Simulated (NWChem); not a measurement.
Program: NWChem. System: HNaO, charge 0, spin multiplicity 1, at a geometry optimised with PBE0/def2-SVP. The structure started from a generated list of species. Level: HF/Sadlej pVTZ.

Part of the output:

```
             Northwest Computational Chemistry Package (NWChem) 7.3.0
             --------------------------------------------------------

                                NWChem Input Module
                                -------------------

 Scaling coordinates for geometry "geometry" by  1.889725989
 (inverse scale =  0.529177249)

 Turning off AUTOSYM since
 SYMMETRY directive was detected!

                             Geometry "geometry" -> ""
                             -------------------------

 Output coordinates in angstroms (scale by  1.889725989 to convert to a.u.)

  No.       Tag          Charge          X              Y              Z
 ---- ---------------- ---------- -------------- -------------- --------------
    1 Na                  11.0000     0.00000000     0.00000000    -0.90678400
    2 O                    8.0000     0.00000000     0.00000000     1.00200400
    3 H                    1.0000     0.00000000     0.00000000     1.95858800

 Effective nuclear repulsion energy (a.u.)      30.8534615413

            Nuclear Dipole moment (a.u.)
            ----------------------------
        X                 Y               Z
 ---------------- ---------------- ----------------
     0.0000000000     0.0000000000    -0.0000075589

      Symmetry information
      --------------------

 Group name             C2v
 Group number             16
 Group order               4
 No. of unique centers     3

      Symmetry unique atoms

     1    2    3


 Summary of "ao basis" -> "" (spherical)
 ------------------------------------------------------------------------------
       Tag                 Description            Shells   Functions and Types
 ---------------- ------------------------------  ------  ---------------------
 *                        sadlej_pvtz                 on all atoms

  xc_inp: hfexch multiplicative factor not found.
                              NWChem Property Module
                              ----------------------

                                 NWChem DFT Module
                                 -----------------

 Summary of "ao basis" -> "ao basis" (spherical)
 ------------------------------------------------------------------------------
       Tag                 Description            Shells   Functions and Types
 ---------------- ------------------------------  ------  ---------------------
 Na                       sadlej pvtz               14       32   7s5p2d
[...]
     L   x y z        total         alpha         beta         nuclear
     -   - - -        -----         -----         ----         -------
     0   0 0 0     -0.000000    -10.000000    -10.000000     20.000000

     1   1 0 0     -0.000000     -0.000000     -0.000000      0.000000
     1   0 1 0     -0.000000     -0.000000     -0.000000      0.000000
     1   0 0 1     -2.625221     -1.312607     -1.312607     -0.000008

     2   2 0 0     -9.084725     -4.542363     -4.542363      0.000000
     2   1 1 0     -0.000000     -0.000000     -0.000000      0.000000
     2   1 0 1     -0.000000     -0.000000     -0.000000      0.000000
     2   0 2 0     -9.084725     -4.542363     -4.542363      0.000000
     2   0 1 1     -0.000000     -0.000000     -0.000000      0.000000
     2   0 0 2     -4.525111    -39.603376    -39.603376     74.681641

 *** CALLING NEW AORESP DRIVER FOR CLOSED AND OPEN SHELLS ***
 Entering AOResponse driver routine

--------------------------------------------------------------------------------

          ****************
          *** RESPONSE ***
          ****************

 Response module for NWChem and dynamic CPKS solver

          -----------------------------------------------
          Solving response equations for perturbing field
          -----------------------------------------------

 number of frequencies:     1
 frequency in a.u.:  0.4280000E-01
 Perturbing field: electric
 Using El. Dipole Length Gauge

 Setting up CPKS with frequency omega =      0.04280000 a.u.

                            NWChem Dynamic CPHF Module
                            --------------------------

    scftype = RHF
    nclosed =   10
      nopen =    0
  variables =     1100
  num. vecs =        3
  tolerance =   1.0D-04
  max. iter =   50

 SCF residual:    2.6384059343061847E-005

Iterative solution of linear equations
  No. of variables     1100
  No. of equations        3
  Maximum subspace       30
       Convergence  1.0D-04

 ga_lkain filestub:cphf_sol
 ga_lkain filesoln:./mol.cphf_sol

   iter   nsub   residual    time
   ----  ------  --------  ---------
     1      3    7.06D-01       4.3
     2      6    3.67D-01       7.8
     3      9    2.29D-01      11.3
     4     12    2.30D-02      14.7
     5     15    4.82D-03      18.2
     6     18    9.61D-04      21.7
     7     21    2.62D-04      25.2
     8     24    6.97D-05      28.6

 Electric Dipole Response Matrix (nonzero elements):

              1        2        3
    1   16.0349   0.0000   0.0000
    2    0.0000  16.0349  -0.0000
    3   -0.0000  -0.0000  15.4790

 ------------------------------------------
 average:        15.84957 + I       0.00000

 DFT Linear Response polarizability / au
 Frequency  =       0.0428000 / au
 Wavelength =    1064.5643224 / nm
              X              Y              Z
 -----------------------------------------------
 X      16.0348566      0.0000000      0.0000000
 Y       0.0000000     16.0348566     -0.0000000
 Z      -0.0000000     -0.0000000     15.4789874
 -----------------------------------------------
 Eigenvalues =      16.0348566     16.0348566     15.4789874
 Isotropic   =      15.8495668
 Anisotropic =       0.5558692
 -----------------------------------------------

 Magnetic Dipole Response Matrix (nonzero elements):
 Optical rotation tensor Beta

              1        2        3
    1   -0.0000  15.9038  -0.0000
    2  -15.9038   0.0000   0.0000
    3    0.0000  -0.0000  -0.0000

 ------------------------------------------
 average:         0.00000 + I       0.00000

 Exiting AOResponse driver routine

          -------------
          Dipole Moment
          -------------

 Center of charge (in au) is the expansion point
         X =       0.0000000 Y =       0.0000000 Z =      -0.0000004

   Dipole moment        2.6252207593 A.U.
             DMX       -0.0000000000 DMXEFC        0.0000000000
             DMY       -0.0000000000 DMYEFC        0.0000000000
             DMZ       -2.6252207593 DMZEFC        0.0000000000
   -EFC- dipole         0.0000000000 A.U.
   Total dipole         2.6252207593 A.U.

   Dipole moment        6.6726960284 Debye(s)
             DMX       -0.0000000000 DMXEFC        0.0000000000
             DMY       -0.0000000000 DMYEFC        0.0000000000
             DMZ       -6.6726960284 DMZEFC        0.0000000000
   -EFC- dipole         0.0000000000 DEBYE(S)
   Total dipole         6.6726960284 DEBYE(S)

 1 a.u. = 2.541766 Debyes

 Task  times  cpu:       28.7s     wall:       28.7s

 Total times  cpu:       28.7s     wall:       28.7s
```

Task: Write an NWChem input that would produce this output.

Result: One answer among several that fit: 
```
start mol
memory heap 200 mb stack 900 mb global 1100 mb
geometry units angstroms nocenter noautoz
  Na     0.000000     0.000000    -0.906784
  O      0.000000     0.000000     1.002004
  H      0.000000     0.000000     1.958588
  symmetry group C2v
end
basis spherical
  * library sadlej_pvtz
end
dft
  xc hfexch
  semidirect memsize 60000000 filesize 0
  iterations 100
end
property
  dipole
  response 1 0.0428
end
task dft property
```
